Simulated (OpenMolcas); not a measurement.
## What dynamic correlation does to the levels of Nb+

```
Program             : OpenMolcas
Basis               : ANO-RCC-VTZP [7s6p4d2f1g]
Scalar Hamiltonian  : DKH2, point nucleus
Active space        : 4 electrons in 6 orbitals (4d 5s)
State averaging     : 2S+1 = 5 even, 15 roots; 2S+1 = 3 even, 102 roots; 2S+1 = 1 even, 84 roots (79 in the spin-orbit step)
Spin-orbit coupling : RASSI with atomic mean-field integrals over the reference wave functions, term energies averaged over their components
```

Methods on the same reference wave functions:
A. CASSCF
B. SS-CASPT2, IPEA 0.25 Eh, imaginary shift 0.1 Eh (closed shells correlated: 4s 4p)
C. MS-CASPT2, IPEA 0.25 Eh, imaginary shift 0.1 Eh (closed shells correlated: 4s 4p)

Energies in cm⁻¹ above 4d⁴ ⁵D₀, the measured ground level; measured values from NIST Handbook of Basic Atomic Spectroscopic Data.

```tsv
Level	A	B	C	Measured
4d⁴ ⁵D₀	0.0	0.0	0.0	0.0
4d³ 5s ⁵F₁	52.5	2180	2180	2357
4d⁴ ⁵D₁	160	171	171	159
4d³ 5s ⁵F₂	313	2450	2450	2629
4d⁴ ⁵D₂	449	470	470	438
4d³ 5s ⁵F₃	696	2830	2830	3030
4d⁴ ⁵D₃	835	857	857	801
4d³ 5s ⁵F₄	1192	3330	3330	3543
4d⁴ ⁵D₄	1292	1302	1302	1225
4d³ 5s ⁵F₅	1786	3920	3920	4146
4d⁴ ³P₀(1)	7247	6000	6000	5562
4d⁴ ³P₁(1)	7845	6610	6610	6192
4d⁴ ³P₂(1)	8902	7690	7690	7261
4d⁴ ³F₂	9424	7410	7410	
4d⁴ ³F₃	9792	7840	7840	
4d⁴ ³F₄	10223	8280	8280	
4d³ 5s ⁵P₁	10706	11030	11030	
4d³ 5s ⁵P₂	10965	11220	11220	
4d³ 5s ⁵P₃	11313	11660	11660	
4d⁴ ³H₄	11928	10720	10720	
4d³ 5s ³G₃	12055	11040	11040	
4d⁴ ³H₅	12208	11050	11050	
4d³ 5s ³G₄	12404	11360	11360	
4d⁴ ³H₆	12576	11390	11390
```

Deviations, from unrounded energies. A percentage is the sum of absolute deviations over the sum of measured energies, with the sign that they share, or ± where signs differ.

| Against measurement | Levels | A | B | C |
| --- | --- | --- | --- | --- |
| mean absolute deviation (cm-1) | 12 | 1400 | 200 | 200 |
| fine structure of the ground term (%) | 4 | +4.3 | +6.7 | +6.7 |
| other terms of the ground configuration (%) | 3 | +26.2 | +6.8 | +6.8 |
| other configurations (%) | 5 | -74.3 | -6.3 | -6.3 |

B, C lie about equally close to measurement and A furthest from it. The largest miss of C in the table is 4d⁴ ³P₀(1), by +440 cm-1. The ranking rests on the paired levels alone, and a cruder setting can come out closer through cancelling errors.

Between B and C no level of the table moves by more than 5 cm-1.

The two smallest mean deviations differ by little beside CASPT2's spread within terms, so their order carries little weight.

From A to B the spin-free energies of the other terms of 4d⁴ shown, above ⁵D, scale by factors of 0.78 to 0.89, as is usual when dynamic correlation screens the repulsion within a d or f shell.

The lowest spin-free term lies below A's lowest term by 0.325 hartree in B, 0.325 hartree in C.

Term energies are means over components that CASPT2 splits; among the terms shown or strongly mixed into the levels shown the widest spread is 790 cm-1 (4d³ 5s ⁵F, C). Over all roots computed the reference weight is 0.87 to 0.93 in B, 0.87 to 0.93 in C; the roots of lowest weight are the least certain, and an intruder state may touch them. Some high roots are left out of the spin-orbit mixing, which shifts the levels that they would mix with. Configurations are named by rounded mean occupations; where the s occupation lies near a half they are strongly mixed, a name can repeat and a true partner stay unpaired. A single d shell beside an s shell can misplace configurations of different d count against each other. Without dynamic correlation excited terms often stand tens of per cent too high (terms of higher spin than the ground term too low), and those without a measured partner can miss by more than the paired ones (holds for A). The CASPT2 spread within a term exceeds the gap to the next term for 4d⁴ ³H and 4d³ 5s ³G, so the order of their levels is uncertain, and so are names and mixing where such terms share a J (holds for B; C). Blocks of more than 70 roots (2S+1 = 3 even, 1 even) ran without multistate coupling (holds for C). Computed and measured levels are paired by configuration, term and J; levels that our copy of the source lacks, or whose pairing is in doubt (as where it misses far off the trend of its configuration), stay unpaired and out of the deviations. Levels of configurations outside the active space are missing. The table leaves out levels that lie high or whose names do not pair safely across all columns.

A number in round brackets counts repeated terms of one configuration in the order of the reference energies.
